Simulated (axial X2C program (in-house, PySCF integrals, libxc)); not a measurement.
# Spectroscopic constants of TiSi

All values were computed with an in-house relativistic program for diatomic molecules. Spin-free means the one-electron spin-free X2C Hamiltonian; two-component (2c) means X2C with spin–orbit coupling and atomic mean-field two-electron Coulomb and Gaunt terms, so the difference of the two also holds small scalar two-electron terms. Basis: Ti dyall-cv3z [10s10p6d4f2g], Si dyall-v3z [8s7p2d1f] (cores contracted in-house); Gaussian nuclei, density fitting, unrestricted open shells. Masses: Ti 47.948 u, Si 27.977 u.

State, spin-free: M_S = 2, Λ = 2 (beyond evenly filled blocks: σα, π+α, π-α, δ+α); electrons by block: σα: 11, σβ: 10, π+α: 4, π+β: 3, π-α: 4, π-β: 3, δ+α: 1. Fragments: Ti + Si.

State, 2c: Ω = 4 (⟨Sz⟩ = 2.00, ⟨Lz⟩ = 2.00 at PBE0); electrons by block: 1/2: 14, -1/2: 14, 3/2: 4, -3/2: 3, 5/2: 1. Fragments: Ti + Si.

```csv
Hamiltonian,level,Re (Å),ωe (cm⁻¹),ωexe (cm⁻¹),αe (cm⁻¹),De (eV),D0 (eV),k (mdyn/Å),μ (D)
spin-free,PBE0,2.421,376.4,1.65,0.000887,2.35,2.32,1.48,-4.00
spin-free,HF,2.663,219.9,3.12,0.00179,0.488,0.474,0.503,-4.89
spin-free,MP2,2.494,331.7,1.63,0.00086,1.50,1.48,1.15,n/a
spin-free,CCSD,2.497,321.7,1.79,0.00107,1.46,1.44,1.08,n/a
spin-free,CCSD(T),2.490,331.8,1.59,0.000982,1.68,1.66,1.15,n/a
spin-free,BLYP,2.465,349.7,1.44,0.000866,2.52,2.50,1.27,-2.74
2c,PBE0,2.421,376.3,1.65,0.000886,n/a,n/a,1.47,-4.00
```

Correlated methods: 8 electrons correlated (number of frozen shells: Ti 3 s, 2 p; Si 2 s, 1 p), 252 virtual spin orbitals or spinors in MP2, 90 natural virtuals in coupled cluster.

Dipoles are positive if Si is the positive end.

One determinant describes the state; a PBE0 search over occupations chose it and may have missed a lower one. Dissociation energies refer to the lowest single-determinant-based atoms at the same level and basis. De is not given where an atomic determinant may have missed its ground term or J level, or where the truncated virtual space spoils (T). Density functionals use the spin component along the axis (collinear). Coupled cluster ran in a truncated set of natural virtual spinors; the MP2 energy of the rest was added. (T) has no such correction and the atoms are truncated less, which lowers De at CCSD(T) by a hundredth of an eV or more. Other states lie close and PBE0, whose exact exchange favours high spin, may order them wrongly; the determinant shown need not be the ground state. The nearest other spin-free determinant of the search, M_S = 1, Λ = 3, lies 0.55 eV up at the distance of the search. Without a current term, density functionals place determinants with orbital angular momentum somewhat too high. With several unpaired electrons one determinant need not be a pure state. The outer-core s and p shells of the metal are frozen in the correlated rows, which leaves out core–valence correlation; for alkali and alkaline-earth bonds that tends to lengthen them. Open-shell Ω = 0 determinants with evenly filled partner blocks cannot be reached by this program, so the Ω shown need not be the lowest component. At some level and bond length an empty orbital lies below a filled one. The T1 diagnostic is large, a sign of multireference character.

No reliable constants came from BLYP (2c), CCSD (2c), CCSD(T) (2c), HF (2c), MP2 (2c): no minimum in range, unconverged points, a curve that is not smooth, a change of character along it, or the two Hamiltonians disagreeing along it.

Rough cost a point (2c) on 1 thread(s) of a shared host, integrals apart: PBE0 0.6 s.

The whole task took 2.5 min on 1 thread of Arm Neoverse V2, on a shared host.
